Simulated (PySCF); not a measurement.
Steps of a relaxation of [PbCl3(NH3)]−

[PbCl3(NH3)]− (singlet; a saddle point, relaxed within its symmetry). PySCF 2.14.0, RKS PBE0, Pb def2-SVP with ECP60, Cl def2-SVP, N def2-SVP, H def2-SVP; non-relativistic Hamiltonian with scalar-relativistic core potentials where named; density fitting; no spin-orbit coupling. Origin of the start: template. Columns: position (Å) and force (eV/Å). Energies are counted from the last step; some of the 15 steps are shown. Forces carry noise of the integration grid, about 0.01 to 0.03 eV/Å.

Run from Python with OMP_NUM_THREADS=2. Where DIIS fails, smearing, a level shift and second-order steps follow.
It took 52 s on 2 threads of Intel(R) Xeon(R) Platinum 8559C (Emerald Rapids), with other jobs on the host, from the converged density of the start.

```xyz
8
step 0  E = 0.605 eV
Pb   -0.0825    0.0825   -0.0825     0.67   -0.67    0.67
Cl    1.4156    1.5806    1.4156     0.53    0.59    0.53
Cl   -1.5806   -1.4156    1.4156    -0.59   -0.53    0.53
Cl    1.4156   -1.4156   -1.5806     0.53   -0.53   -0.59
N    -1.5201    1.5201   -1.5201    -1.17    1.17   -1.17
H    -2.1333    2.1333   -0.9830    -0.04    0.04    0.12
H    -0.9830    2.1333   -2.1333     0.12    0.04   -0.04
H    -2.1333    0.9830   -2.1333    -0.04   -0.12   -0.04
```

```xyz
8
step 5  E = 0.078 eV
Pb    0.0759   -0.0759    0.0759    -0.03    0.03   -0.03
Cl    1.6035    1.5211    1.6035    -0.03   -0.14   -0.03
Cl   -1.5211   -1.6035    1.6035     0.14    0.03   -0.03
Cl    1.6035   -1.6035   -1.5211    -0.03    0.03    0.14
N    -1.6841    1.6841   -1.6841     0.01   -0.01    0.01
H    -2.2812    2.2812   -1.1167    -0.02    0.02   -0.02
H    -1.1167    2.2812   -2.2812    -0.02    0.02   -0.02
H    -2.2812    1.1167   -2.2812    -0.02    0.02   -0.02
```

```xyz
8
step 9  E = 0.002 eV
Pb    0.1444   -0.1444    0.1444     0.02   -0.02    0.02
Cl    1.7713    1.1059    1.7713     0.00    0.01    0.00
Cl   -1.1059   -1.7713    1.7713    -0.01    0.00    0.00
Cl    1.7713   -1.7713   -1.1059     0.00    0.00   -0.01
N    -1.8784    1.8784   -1.8784    -0.04    0.04   -0.04
H    -2.4863    2.4863   -1.3316     0.01   -0.01    0.01
H    -1.3316    2.4863   -2.4863     0.01   -0.01    0.01
H    -2.4863    1.3316   -2.4863     0.01   -0.01    0.01
```

Question: Where does the relaxation end?

Answer: It converges at step 14 in C3v:
```xyz
8
step 14  E = 0
Pb    0.1693   -0.1693    0.1693
Cl    1.7933    1.0868    1.7933
Cl   -1.0868   -1.7933    1.7933
Cl    1.7933   -1.7933   -1.0868
N    -1.9028    1.9028   -1.9028
H    -2.5081    2.5081   -1.3516
H    -1.3516    2.5081   -2.5081
H    -2.5081    1.3516   -2.5081
```

Question: How did the contacts change?

Answer: 
```
     contact  start (Å)  end (Å)
Pb1–Cl2 (Cl)      2.595    2.618
Pb1–Cl3 (Cl)      2.595    2.618
Pb1–Cl4 (Cl)      2.595    2.618
Pb1–N5 (NH3)      2.490    3.589
```
